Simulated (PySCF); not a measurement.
PySCF input file for CHCl, SMILES [CH]Cl (connectivity only; charge and spin as stated), neutral, multiplicity 1, TDDFT-ωB97X/def2-TZVPD. Coordinates come from a PBE0-D3(BJ)/def2-TZVPD optimisation. The isomer is the one that the SMILES or the coordinates give; other isomers of the formula were not compared.

```python
import numpy as np
from pyscf import gto, scf, dft, tdscf

mol = gto.M(
    atom='''
    C    -0.17710630   -1.16781988    0.00000000
    Cl    0.01108634    0.50204446    0.00000000
    H     0.87416995   -1.52783654    0.00000000
    ''',
    basis='def2-TZVPD',
    charge=0,
    spin=0,
    symmetry=True,
    max_memory=1600,
    verbose=4,
)
mf = dft.RKS(mol, xc='wb97x').density_fit(auxbasis='def2-universal-jkfit')
mf.grids.level = 3
mf.conv_tol = 1e-9
mf.max_cycle = 100
mf.kernel()
mf.grids = dft.Grids(mol).set(level=1).build(with_non0tab=True)  # coarser grid for the response kernel
td = tdscf.TDDFT(mf)
td.singlet = True
td.nstates = 10
td.conv_tol = 1e-4
td.kernel(x0=td.get_init_guess(mf, 15))
td.analyze()
tt = tdscf.TDA(mf)
tt.singlet = False
tt.nstates = 4
tt.conv_tol = 1e-4
tt.kernel(x0=tt.get_init_guess(mf, 9))
tt.analyze(verbose=3)
```

It prints:

```
PySCF version 2.14.0

[INPUT] verbose = 4
[INPUT] num. atoms = 3
[INPUT] num. electrons = 24
[INPUT] charge = 0
[INPUT] spin (= nelec alpha-beta = 2S) = 0
[INPUT] symmetry True subgroup None
[INPUT] Mole.unit = angstrom
[INPUT] Symbol           X                Y                Z      unit          X                Y                Z       unit  Magmom
[INPUT]  1 C     -0.177106300000  -1.167819880000   0.000000000000 AA   -0.334682401935  -2.206859736022   0.000000000000 Bohr   0.0
[INPUT]  2 Cl     0.011086340000   0.502044460000   0.000000000000 AA    0.020950146324   0.948726531755   0.000000000000 Bohr   0.0
[INPUT]  3 H      0.874169950000  -1.527836540000   0.000000000000 AA    1.651941791825  -2.887192623703   0.000000000000 Bohr   0.0

nuclear repulsion = 39.0560243254377
point group symmetry = Cs
symmetry origin: [-5.51170120e-09  1.85037171e-17  0.00000000e+00]
symmetry axis x: [1.00000000e+00 2.80650644e-09 0.00000000e+00]
symmetry axis y: [-2.80650644e-09  1.00000000e+00  0.00000000e+00]
symmetry axis z: [0. 0. 1.]
num. orbitals of irrep A' = 63
num. orbitals of irrep A" = 29
number of shells = 34
number of NR pGTOs = 135
number of NR cGTOs = 92
basis = def2-TZVPD
ecp = {}


[settings echo left out]
init E= -498.814243456147
HOMO (A') = -0.227428469743973  LUMO (A") = -0.115028449793758  gap/eV = 3.05856
cycle= 1 E= -498.751989251591  delta_E= 0.0623  |g|= 0.302  |ddm|= 1.23
HOMO (A') = -0.374945513574197  LUMO (A") = -0.0816610766423356  gap/eV = 7.98068
cycle= 2 E= -498.761031752025  delta_E= -0.00904  |g|= 0.281  |ddm|= 0.38
HOMO (A') = -0.348435390618864  LUMO (A") = -0.0346473261151221  gap/eV = 8.53861
cycle= 3 E= -498.780233973425  delta_E= -0.0192  |g|= 0.0314  |ddm|= 0.184
HOMO (A') = -0.349147472712382  LUMO (A") = -0.0319482644274505  gap/eV = 8.63143
cycle= 4 E= -498.780564385748  delta_E= -0.00033  |g|= 0.0109  |ddm|= 0.0454
HOMO (A') = -0.35021175889538  LUMO (A") = -0.0322271043002456  gap/eV = 8.65280
cycle= 5 E= -498.780637285613  delta_E= -7.29e-05  |g|= 0.0032  |ddm|= 0.0226
HOMO (A') = -0.350006183722368  LUMO (A") = -0.0320680427845463  gap/eV = 8.65154
cycle= 6 E= -498.780650251875  delta_E= -1.3e-05  |g|= 0.000858  |ddm|= 0.0132
HOMO (A') = -0.350115412504962  LUMO (A") = -0.0321666474337388  gap/eV = 8.65183
cycle= 7 E= -498.780651331615  delta_E= -1.08e-06  |g|= 0.000257  |ddm|= 0.0042
HOMO (A') = -0.350100987942412  LUMO (A") = -0.0321481051611929  gap/eV = 8.65194
cycle= 8 E= -498.780651395683  delta_E= -6.41e-08  |g|= 9.63e-05  |ddm|= 0.000729
HOMO (A') = -0.350109439272266  LUMO (A") = -0.0321485887054731  gap/eV = 8.65216
cycle= 9 E= -498.780651404466  delta_E= -8.78e-09  |g|= 1.67e-05  |ddm|= 0.000304
HOMO (A') = -0.350110129819679  LUMO (A") = -0.0321489494339442  gap/eV = 8.65216
cycle= 10 E= -498.780651404805  delta_E= -3.39e-10  |g|= 4.42e-06  |ddm|= 8.98e-05
HOMO (A') = -0.350109954984966  LUMO (A") = -0.0321487834574654  gap/eV = 8.65216
Extra cycle  E= -498.780651404824  delta_E= -1.94e-11  |g|= 2.53e-06  |ddm|= 1.45e-05
converged SCF energy = -498.780651404824
tot grids = 13968


******** <class 'pyscf.tdscf.rks.TDDFT'> for <class 'pyscf.df.df_jk.DFSymAdaptedRKS'> ********
nstates = 10 singlet
deg_eia_thresh = 1.000e-03
wfnsym = None
conv_tol = 0.0001
eigh lindep = 1e-12
eigh level_shift = 0
eigh max_cycle = 100


Excitation energies (eV)
[1.75116887 5.59936851 6.16946577 6.90551319 7.2036306  7.4373763
 8.0182614  8.04003563 8.78906923 8.97574109]

** Singlet excitation energies and oscillator strengths **
Excited State   1:   A"      1.75117 eV    708.01 nm  f=0.0024
      12 -> 13       -0.71355
Excited State   2:   A"      5.59937 eV    221.43 nm  f=0.0035
      11 -> 13        0.70382
Excited State   3:   A'      6.16947 eV    200.96 nm  f=0.0200
      10 -> 13       -0.17939
      12 -> 14       -0.13959
      12 -> 15       -0.57339
      12 -> 17        0.19900
      12 -> 18       -0.17563
      12 -> 19       -0.16857
      12 -> 20        0.11496
Excited State   4:   A'      6.90551 eV    179.54 nm  f=0.0283
      10 -> 13        0.49304
      12 -> 14        0.31559
      12 -> 15       -0.27968
      12 -> 17        0.10492
      12 -> 18        0.21610
Excited State   5:   A'      7.20363 eV    172.11 nm  f=0.1312
      10 -> 13       -0.42468
      12 -> 14        0.44871
      12 -> 15       -0.10192
      12 -> 18        0.25487
Excited State   6:   A"      7.43738 eV    166.70 nm  f=0.0000
       9 -> 13        0.70040
Excited State   7:   A'      8.01826 eV    154.63 nm  f=0.0336
      12 -> 14       -0.10309
      12 -> 15       -0.22360
      12 -> 17       -0.62474
      12 -> 19        0.14903
Excited State   8:   A"      8.04004 eV    154.21 nm  f=0.0123
      12 -> 16       -0.69566
Excited State   9:   A'      8.78907 eV    141.07 nm  f=0.0853
      11 -> 15        0.14548
      12 -> 14       -0.26598
      12 -> 17        0.16630
      12 -> 18        0.21052
      12 -> 19        0.52898
      12 -> 20       -0.10554
Excited State  10:   A'      8.97574 eV    138.13 nm  f=0.0395
      11 -> 15       -0.13132
      12 -> 14       -0.27230
      12 -> 18        0.52388
      12 -> 19       -0.29305
      12 -> 25       -0.13957

** Transition electric dipole moments (AU) **
state          X           Y           Z        Dip. S.      Osc.
  1        -0.0000     -0.0000     -0.2370      0.0562      0.0024
  2        -0.0000     -0.0000     -0.1591      0.0253      0.0035
  3        -0.3216     -0.1708     -0.0000      0.1326      0.0200
  4        -0.1347     -0.3860      0.0000      0.1671      0.0283
  5         0.1505      0.8490     -0.0000      0.7435      0.1312
  6         0.0000      0.0000      0.0126      0.0002      0.0000
  7        -0.0182      0.4134     -0.0000      0.1713      0.0336
  8        -0.0000      0.0000     -0.2501      0.0626      0.0123
  9        -0.6217     -0.0986     -0.0000      0.3962      0.0853
 10         0.0696      0.4178      0.0000      0.1794      0.0395

** Transition velocity dipole moments (imaginary part, AU) **
state          X           Y           Z        Dip. S.      Osc.
  1        -0.0000     -0.0000     -0.0171      0.0003      0.0030
  2         0.0000      0.0000     -0.0334      0.0011      0.0036
  3        -0.0742     -0.0404      0.0000      0.0071      0.0210
  4        -0.0357     -0.0989     -0.0000      0.0111      0.0291
  5         0.0396      0.2267      0.0000      0.0530      0.1334
  6         0.0000     -0.0000      0.0023      0.0000      0.0000
  7        -0.0028      0.1268     -0.0000      0.0161      0.0364
  8         0.0000      0.0000     -0.0737      0.0054      0.0122
  9        -0.2097     -0.0320      0.0000      0.0450      0.0929
 10         0.0258      0.1382     -0.0000      0.0198      0.0399

** Transition magnetic dipole moments (imaginary part, AU) **
state          X           Y           Z
  1        -0.5519      1.4834      0.0000
  2        -1.0667     -0.1136      0.0000
  3        -0.0000     -0.0000      0.5562
  4         0.0000     -0.0000      0.6802
  5        -0.0000     -0.0000      0.4955
  6         1.1546      0.4025     -0.0000
  7         0.0000     -0.0000     -0.0771
  8        -0.0424      0.0406     -0.0000
  9         0.0000     -0.0000      0.2011
 10         0.0000     -0.0000      0.7428


******** <class 'pyscf.tdscf.rks.TDA'> for <class 'pyscf.df.df_jk.DFSymAdaptedRKS'> ********
nstates = 4 triplet
deg_eia_thresh = 1.000e-03
wfnsym = None
conv_tol = 0.0001
eigh lindep = 1e-12
eigh level_shift = 0
eigh max_cycle = 100


Excitation energies (eV)
[0.5316014  4.96253476 5.18206179 5.71003137]

** Triplet excitation energies and oscillator strengths **
Excited State   1:   A"      0.53160 eV   2332.28 nm  f=0.0000
Excited State   2:   A"      4.96253 eV    249.84 nm  f=0.0000
Excited State   3:   A'      5.18206 eV    239.26 nm  f=0.0000
Excited State   4:   A'      5.71003 eV    217.13 nm  f=0.0000
```

The run converged.
